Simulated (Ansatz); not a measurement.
`[OH][Ga]([SH])[SiH2]F` and `C[O][Ga]([OH])[SH]` differ in one atom or group.

Ansatz, PBE0-D4/def2-TZVP geometries, multiplicity 1. Each molecule was computed in one conformer, which needn't be the lowest.

Scalar relativity is left out up to krypton.

| property | `[OH][Ga]([SH])[SiH2]F` |
| --- | --- |
| HOMO energy (PBE/def2-TZVPP) / eV | -6.55 |
| LUMO energy (PBE0/def2-TZVPP) / eV | -1.51 |
| size of the dipole moment (ωB97M-V/def2-TZVPP) / D | 1.48 |
| HOMO–LUMO gap (ωB97M-V/def2-TZVPP) / eV | 10.24 |
| HOMO energy (B3LYP/def2-TZVPP) / eV | -7.54 |
| size of the dipole moment (PBE/def2-TZVPP) / D | 1.41 |

What does the change do to each property? (Estimate.)

Ansatz gave: 
```
                                          property  `C[O][Ga]([OH])[SH]`  shift
                 HOMO energy (PBE/def2-TZVPP) / eV                 -6.39   0.16
                LUMO energy (PBE0/def2-TZVPP) / eV                 -0.75   0.76
size of the dipole moment (ωB97M-V/def2-TZVPP) / D                  0.66  -0.82
           HOMO–LUMO gap (ωB97M-V/def2-TZVPP) / eV                 11.08   0.84
               HOMO energy (B3LYP/def2-TZVPP) / eV                 -7.53   0.01
    size of the dipole moment (PBE/def2-TZVPP) / D                  0.64  -0.77
```

Dipoles are sizes alone; their direction can turn.

B3LYP here is the variant with VWN-RPA as its local correlation; programs differ in this.
